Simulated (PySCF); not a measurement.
**Be²⁺: ionisation energy**

Be²⁺ 1s2 (1S) → Be³⁺ 1s1 (2S), as a difference of total energies. Calculation: PySCF 2.14, in an even-tempered Gaussian basis (15 s from 0.49 bohr⁻², ratio 2.2; 7 p from 0.82 bohr⁻², ratio 2.4; 4 d from 2.5 bohr⁻², ratio 2.4; 3 f from 3.7 bohr⁻², ratio 2.4; 3 g from 5.5 bohr⁻², ratio 2.4); the non-relativistic Hamiltonian (point nucleus). Correlated levels: nothing frozen; virtual orbitals above 40 to 60 times the deepest correlated orbital energy dropped. The calculations carry no spin-orbit coupling.

| method | ionisation energy (eV) |
| --- | --- |
| UHF | 152.69 |
| MP2 (all electrons) | 153.81 |
| SCS-MP2 (all electrons) | 154.03 |
| CCSD (all electrons) | 153.88 |

Question: How much does correlation contribute at MP2 (all electrons)?

Answer: 153.81 − (152.69) = 1.12 eV, measured against UHF.

With two correlated electrons CCSD is exact in that space.

For comparison: 153.90 eV (theoretical estimate listed by NIST; NIST Atomic Spectra Database, ionization energies).
